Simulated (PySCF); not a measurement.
A search over the determinants of SrO

Unrestricted PBE0; PySCF, spin-free X2C with a Gaussian nucleus, basis sets Sr x2c-TZVPall, O x2c-TZVPall. Outer shells of the fragments: Sr 5s2; O 2s2 2p4.

Followed along the bond (rough minima from three points):

```tsv
2Ms+1	unpaired	⟨S²⟩ at the start	R at minimum (Å)	Te (eV)
1	none	0.00	1.90	0.00
3	σ ↑, π ↑	2.00	2.19	0.94
1	σ ↓, π ↑	1.01	2.19	0.95
3	π ↑↑	2.00	2.18	2.56
```

Solutions found at the starting distance of 2.310 Å, counted from the lowest of them; the search is not exhaustive and high or unbound solutions are not listed, so other states can lie among these:

```csv
2Ms+1,unpaired,term,E (eV),⟨S²⟩,⟨Lz²⟩,μ (D)
3,"σ ↑, π ↑",³Π,0.00,2.00,1.01,-4.26
1,"σ ↓, π ↑",mixed,0.01,1.01,1.01,-4.28
1,none,¹Σ⁺,0.20,0.00,0.00,-10.42
3,π ↑↑,mixed,1.63,2.00,2.01,-3.02
1,π ↑↓,mixed,1.66,1.01,2.01,-3.02
3,π ↑↑,mixed,1.66,2.00,2.01,-3.02
3,"π ↑, δ ↑",mixed,2.03,2.00,5.01,-7.62
1,"π ↑, δ ↓",mixed,2.03,1.01,5.01,-7.60
1,"π ↑, δ ↓",mixed,2.04,1.01,4.93,-7.50
3,"π ↑, δ ↑",mixed,2.04,2.00,4.88,-7.45
```

A term symbol is given only where ⟨S²⟩ and ⟨Lz²⟩ are close to those of a pure state; real π, δ and φ orbitals otherwise mix terms. A positive dipole means Sr(−)O(+).

Question: Compare the gap between the two lowest followed solutions at the starting distance with the gap between their minima.

Answer: At PBE0 the second solution (triplet, unpaired electrons σ ↑, π ↑) lies -0.20 eV from the first (singlet, closed shell) at 2.310 Å and +0.94 eV at the minima; the two curves relax by different amounts, since their minima lie near 2.19 and 1.90 Å.

Counting both spins, an empty level lies below a filled one in some of these solutions, because spin and occupation are held.
